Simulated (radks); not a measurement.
Spherical jellium clusters: N electrons in a uniform positive sphere of charge N and radius rs N^(1/3), rs = 5.56 bohr. Calculated with a radial shooting solver with Libxc functionals: non-relativistic Kohn-Sham, LDA (Slater exchange, Perdew-Wang correlation), spin-polarised, spherical densities. Levels are named by radial order and angular momentum (1s, 1p, 1d, 2s, ...), and open shells are averaged over m.

N = 13, configuration 1s2 1p6 1d(up 5, down 0). This is the lowest configuration that the search found. Occupied and some empty levels:

level    occupation  eigenvalue (eV)  <r> (bohr)
1s up             1          -3.4741       8.497
1s down           1          -3.2067       8.014
1p up             3          -2.9882       9.777
1p down           3          -2.6589       9.690
1d up             5          -2.3372       10.75
1d down           0          -1.9957       10.87
2s up             0          -1.8944       8.848
2s down           0          -1.7471       9.141
1f up             0          -1.5642       11.67
1f down           0          -1.2391       11.95
2p up             0          -1.0763       11.22
2p down           0         -0.91319       11.51

Energy (eV): total -22.7090, kinetic 13.131, external -419.97, Hartree 209.39, exchange-correlation -36.316, background 211.06.

Electron density:

r (bohr)  n(r) (e/bohr^3)
0.412           0.0006762
1.96            0.0007817
3.52             0.001012
5.07             0.001326
6.62             0.001635
8.17             0.001778
9.72             0.001582
11.3             0.001064
12.8            0.0005098
14.4            0.0001827
15.9           0.00005451
17.5           0.00001456
19.0            3.641e-06
20.6            8.692e-07
